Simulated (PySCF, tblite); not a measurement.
Isomers of C7H13ClO2, one GFN2-xTB conformer each. Single-point energies are computed at PBE0/pcSseg-1 (PySCF, gas phase, no added dispersion term), electronic only.

**Question.** Rank them by PBE0/pcSseg-1 energy, lowest first (kJ/mol).
A. `[CH3:1][O:2][C@@H:3]([CH2:4][CH:5]([CH3:6])[CH3:7])[C:8](=[O:9])[Cl:10]` with C1–O2–C3–C4 170°, O2–C3–C4–C5 -64°, C3–C4–C5–C6 166°, O2–C3–C8–O9 -12°
B. `[CH3:1][CH2:2][C@:3]([CH3:4])([CH2:5][O:6][CH3:7])[C:8](=[O:9])[Cl:10]` with C1–C2–C3–C4 -176°, C2–C3–C5–O6 55°, C3–C5–O6–C7 -179°, C2–C3–C8–O9 123°
C. `[CH3:1][O:2][C@@:3]([CH3:4])([C:5](=[O:6])[Cl:7])[CH:8]([CH3:9])[CH3:10]` with C1–O2–C3–C4 -56°, O2–C3–C5–O6 -138°, O2–C3–C8–C9 68°
D. `[CH3:1][CH2:2][C@@H:3]([O:4][CH3:5])[C@@H:6]([CH3:7])[C:8](=[O:9])[Cl:10]` with C1–C2–C3–O4 -59°, C2–C3–O4–C5 -86°, C2–C3–C6–C7 57°, C3–C6–C8–O9 -30°
E. `[CH3:1][CH2:2][C@@H:3]([CH3:4])[C@@H:5]([O:6][CH3:7])[C:8](=[O:9])[Cl:10]` with C1–C2–C3–C4 66°, C2–C3–C5–O6 -57°, C3–C5–O6–C7 -167°, C3–C5–C8–O9 -112°

**Answer.** D (0.0), B (3.0), A (4.9), C (6.4), E (6.7).

Neighbours under 10 kJ/mol apart (CC[C@@H](OC)[C@@H](C)C(=O)Cl and CC[C@](C)(COC)C(=O)Cl; CC[C@](C)(COC)C(=O)Cl and CO[C@@H](CC(C)C)C(=O)Cl; CO[C@@H](CC(C)C)C(=O)Cl and CO[C@@](C)(C(=O)Cl)C(C)C; CO[C@@](C)(C(=O)Cl)C(C)C and CC[C@@H](C)[C@@H](OC)C(=O)Cl) can change places with a better method, another conformer or zero-point energy. GFN2-xTB itself gives, in the same order: 2.8, 0.0, 7.6, 1.8, 9.0. GFN2-xTB puts CC[C@](C)(COC)C(=O)Cl lowest instead; measured from each level's own lowest isomer, the values differ by up to 4.6 kJ/mol (CO[C@@](C)(C(=O)Cl)C(C)C: 1.8 against 6.4).

**Question.** Which frontier levels, dipoles and rotational constants go with these structures?

**Answer.** 
| SMILES | HOMO (eV, PBE0/pcSseg-1) | LUMO (eV) | dipole (D) | A, B, C (MHz) |
| --- | --- | --- | --- | --- |
| CC[C@@H](OC)[C@@H](C)C(=O)Cl | -7.60 | -0.81 | 3.40 | 1564, 740.1, 607.1 |
| CC[C@](C)(COC)C(=O)Cl | -7.73 | -0.95 | 2.76 | 1860, 686.0, 650.7 |
| CO[C@@H](CC(C)C)C(=O)Cl | -7.92 | -1.09 | 2.77 | 1351, 723.3, 564.3 |
| CO[C@@](C)(C(=O)Cl)C(C)C | -7.76 | -1.16 | 2.43 | 1326, 1014, 847.0 |
| CC[C@@H](C)[C@@H](OC)C(=O)Cl | -7.90 | -1.12 | 2.52 | 1183, 885.2, 662.9 |

**Question.** What happens when harmonic zero-point energies from GFN2-xTB frequencies are added?

**Answer.** 
```tsv
SMILES	ZPE (kJ/mol)	electronic (kJ/mol)	with ZPE (kJ/mol)
CC[C@@H](OC)[C@@H](C)C(=O)Cl	497.9	0.0	0.0
CC[C@](C)(COC)C(=O)Cl	497.4	3.0	2.5
CO[C@@H](CC(C)C)C(=O)Cl	497.5	4.9	4.5
CO[C@@](C)(C(=O)Cl)C(C)C	496.7	6.4	5.2
CC[C@@H](C)[C@@H](OC)C(=O)Cl	497.8	6.7	6.5
```

The zero-point energies span 1.2 kJ/mol. The order is unchanged.

**Question.** As an exercise, what shares would exp(−E/RT) give at 1000 K from these electronic energies alone (no entropy, no degeneracies)?

**Answer.** RT = 8.314 kJ/mol: CC[C@@H](OC)[C@@H](C)C(=O)Cl 31.6 %, CC[C@](C)(COC)C(=O)Cl 22.0 %, CO[C@@H](CC(C)C)C(=O)Cl 17.6 %, CO[C@@](C)(C(=O)Cl)C(C)C 14.6 %, CC[C@@H](C)[C@@H](OC)C(=O)Cl 14.2 %.
